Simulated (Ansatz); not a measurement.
# Two structures, one formula

The two ends of one reaction step of GaNH₆S, closed shell (PBE0-D4/def2-TZVP).

A:

Ga1  (-0.875, -0.598, 0.087)
N2  (-0.631, 1.239, -0.101)
H3  (-1.428, -1.359, -1.166)
H4  (-0.847, -1.164, 1.550)
H5  (1.649, 0.309, -0.590)
S6  (1.772, -1.028, -0.450)
H7  (-1.081, 1.699, -0.879)
H8  (-0.718, 1.819, 0.720)
H9  (2.158, -0.916, 0.831)
(Å)

B:

```
atom    x (Å)    y (Å)    z (Å)
 Ga1  -0.4372  -0.9332   0.0429
  N2  -0.3434   1.2063  -0.1978
  H3  -1.3705  -1.2977  -1.1670
  H4  -0.8692  -1.0382   1.5504
  H5   0.5958   1.3721  -0.5479
  S6   1.7481  -1.3400  -0.3834
  H7  -1.0115   1.5695  -0.8680
  H8  -0.4550   1.7096   0.6748
  H9   2.1429  -1.2485   0.8961
```

Ansatz 0.2.0; basis: def2-TZVPP; cores frozen in the correlated methods. Filled d shells of the heavier atoms are correlated. The def2 sets are not built for correlating such inner shells, so the correlated values are less sure here. B3LYP uses VWN-RPA correlation.

**Question.** Which structure is lower at CCSD(T), and by how much? (An estimate is asked for; the value comes from the calculation.)

**Answer.** Computed: B, by 119.0 kJ/mol (electronic energy, against the other). By their contacts, A is GaNH₆S ([NH2][GaH2][SH2]) and B is GaNH₆S ([NH3][GaH2][SH]).

All methods give the same order:

| method | E(B) − E(A) (kJ/mol) |
| --- | --- |
| SPW92 | -115.5 |
| PBE-D4 | -114.1 |
| BLYP-D4 | -107.6 |
| r2SCAN-D4 | -120.5 |
| B97M-V | -121.7 |
| PBE0-D4 | -121.9 |
| B3LYP-D4 | -114.7 |
| r2SCAN0-D4 | -125.3 |
| BHLYP-D4 | -122.7 |
| CAM-B3LYP-D4 | -115.8 |
| wB97X-V | -118.5 |
| wB97M-V | -118.1 |
| B2PLYP | -117.0 |
| PBE-QIDH | -125.2 |
| RPA on PBE | -112.5 |
| HF | -129.7 |
| MP2 | -120.0 |
| CCSD | -120.2 |
| CCSD(T) | -119.0 |

The T1 diagnostic stays at or below 0.013.

Labels in which every atom is bracketed show which atoms are joined, not bond orders.

For scale, one of the runs: CCSD(T)/def2-TZVPP, 205 basis functions, launched by `ansatz run in.yaml --threads 4 --pin off --events-out ev --progress --plain --max-ram 9574MiB`. Time: 110 s of wall clock on 4 CPU threads of an AMD EPYC; the host was shared. Peak host memory: 2.5 GiB.
